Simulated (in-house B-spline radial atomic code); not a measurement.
Ionisation energies along the 2-electron series, configuration 1s2, as differences of self-consistent energies. Dirac energy differences include first-order Breit, QED and recoil terms. NIST's values go from ground level to ground level; the uncertainty of those that are theory runs from under 0.1 % in few-electron ions to several per cent in heavy many-electron ones. Computed with an all-electron radial atomic-structure program (B-spline basis): Dirac-Hartree-Fock, average of the configuration, finite nuclei.

| ion | configuration after | ionisation energy (eV) | IE/(q+1)² (eV) | -ε less Coulomb ΔSCF (eV) | Breit and QED recoil part (eV) | tabulated value (eV) | tabulated kind | computed minus tabulated (eV) |
| --- | --- | --- | --- | --- | --- | --- | --- | --- |
| He | 1s1 | 23.4 | 23.443 | 1.5316 | -0.005133 | 24.58739 | measured | -1 |
| Li+ | 1s1 | 74.5 | 18.614 | 1.523 | -0.014003 | 75.6401 | tabulated theory | -1 |
| Be2+ | 1s1 | 152.7 | 16.965 | 1.5198 | -0.031289 | 153.8962 | tabulated theory | -1 |
| B3+ | 1s1 | 258.1 | 16.134 | 1.5185 | -0.059527 | 259.3744 | tabulated theory | -1 |
| C4+ | 1s1 | 390.9 | 15.634 | 1.518 | -0.10353 | 392.0906 | tabulated theory | -1 |
| N5+ | 1s1 | ? | ? | ? | ? | ? | tabulated theory | ? |
| O6+ | 1s1 | 738.1 | 15.063 | 1.5184 | -0.24646 | 739.327 | tabulated theory | -1 |
| F7+ | 1s1 | ? | ? | ? | ? | ? | tabulated theory | ? |
| Ne8+ | 1s1 | 1194.5 | 14.747 | 1.52 | -0.49122 | 1195.808 | tabulated theory | -1 |
| Mg10+ | 1s1 | 1760.5 | 14.55 | 1.5225 | -0.86901 | 1761.805 | tabulated theory | -1 |
| Al11+ | 1s1 | 2084.7 | 14.477 | 1.524 | -1.1162 | 2085.977 | tabulated theory | -1 |
| Si12+ | 1s1 | 2436.3 | 14.416 | 1.5257 | -1.4119 | 2437.658 | tabulated theory | -1 |
| P13+ | 1s1 | ? | ? | ? | ? | ? | tabulated theory | ? |
| S14+ | 1s1 | 3222.4 | 14.322 | 1.5296 | -2.1528 | 3223.781 | tabulated theory | -1 |
| Cl15+ | 1s1 | 3657.0 | 14.285 | 1.5318 | -2.6062 | 3658.344 | tabulated theory | -1 |
| Ar16+ | 1s1 | 4119.3 | 14.254 | 1.5341 | -3.1187 | 4120.666 | tabulated theory | -1 |
| K17+ | 1s1 | 4609.4 | 14.227 | 1.5366 | -3.7067 | 4610.807 | tabulated theory | -1 |
| Ca18+ | 1s1 | 5127.4 | 14.203 | 1.5393 | -4.3625 | 5128.858 | tabulated theory | -1 |
| Sc19+ | 1s1 | 5673.5 | 14.184 | 1.5421 | -5.0865 | 5674.904 | tabulated theory | -1 |
| Ti20+ | 1s1 | 6247.6 | 14.167 | 1.5451 | -5.8932 | 6249.023 | tabulated theory | -1 |

Q: Fill in the row of N5+.

A: ionisation energy (eV): 550.8; IE/(q+1)² (eV): 15.3; -ε less Coulomb ΔSCF (eV): 1.518; Breit and QED recoil part (eV): -0.16417; tabulated value (eV): 552.0674; computed minus tabulated (eV): -1.

Q: Fill in the row of F7+.

A: ionisation energy (eV): 952.6; IE/(q+1)² (eV): 14.885; -ε less Coulomb ΔSCF (eV): 1.5191; Breit and QED recoil part (eV): -0.35265; tabulated value (eV): 953.8983; computed minus tabulated (eV): -1.

Q: Fill in the row of P13+.

A: ionisation energy (eV): 2815.6; IE/(q+1)² (eV): 14.365; -ε less Coulomb ΔSCF (eV): 1.5275; Breit and QED recoil part (eV): -1.7539; tabulated value (eV): 2816.909; computed minus tabulated (eV): -1.
